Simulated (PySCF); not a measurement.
Radial density of Cl (chlorine, neutral)

TPSS, [Ne] 3s2 3p5, 2P determinant. Computed with PySCF 2.14 in x2c-SVPall (4s3p1d, 18 functions), with scalar relativity by spin-free X2C-1e.

```tsv
r (bohr)	4πr²ρ (e/bohr)	4πr²(ρα − ρβ)
0.00148	0.09046	0.0000
0.00250	0.2519	0.0000
0.00420	0.6826	0.0000
0.00707	1.739	0.0001
0.0119	4.023	0.0002
0.0200	8.497	0.0005
0.0336	14.92	0.0019
0.0566	19.64	0.0084
0.0951	16.79	0.0329
0.160	13.26	0.0925
0.269	18.68	0.1252
0.453	14.69	0.0196
0.761	4.135	0.1450
1.28	4.657	0.6390
2.15	2.444	0.3524
3.62	0.2796	0.0460
6.10	9.715e-05	0.0000
```

Densities and radii are taken from the X2C orbitals without a picture-change correction, which distorts them close to the nucleus.
